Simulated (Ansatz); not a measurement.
`[OH][Sn]([OH])([F])[Cl]` and `C[O][Sn]([OH])([F])[Cl]` differ in one atom or group.

Ansatz, PBE0-D4/def2-TZVP geometries, multiplicity 1. Each molecule was computed in one conformer, which needn't be the lowest.

Elements past krypton have def2 core potentials.

| property | `[OH][Sn]([OH])([F])[Cl]` |
| --- | --- |
| HOMO energy (PBE/def2-TZVPP) / eV | -7.99 |
| size of the dipole moment (ωB97M-V/def2-TZVPP) / D | 1.89 |
| HOMO energy (ωB97M-V/def2-TZVPP) / eV | -12.08 |
| HOMO–LUMO gap (PBE0/def2-TZVPP) / eV | 7.31 |
| HOMO energy (PBE0/def2-TZVPP) / eV | -9.72 |
| LUMO energy (PBE/def2-TZVPP) / eV | -3.37 |

Q: Give the same properties after the change, and the shifts. (Best estimate.)

A: Computed: 
| property | `C[O][Sn]([OH])([F])[Cl]` | shift |
| --- | --- | --- |
| HOMO energy (PBE/def2-TZVPP) / eV | -7.06 | 0.93 |
| size of the dipole moment (ωB97M-V/def2-TZVPP) / D | 2.41 | 0.52 |
| HOMO energy (ωB97M-V/def2-TZVPP) / eV | -11.13 | 0.95 |
| HOMO–LUMO gap (PBE0/def2-TZVPP) / eV | 6.37 | -0.94 |
| HOMO energy (PBE0/def2-TZVPP) / eV | -8.71 | 1.01 |
| LUMO energy (PBE/def2-TZVPP) / eV | -3.30 | 0.07 |

With PBE0 the HOMO rises by 1.01 eV and the LUMO rises by 0.07 eV, so the gap narrows by about 0.94 eV. PBE moves the HOMO by 0.93 eV and ωB97M-V by 0.95 eV. Dipoles are sizes alone; their direction can turn.
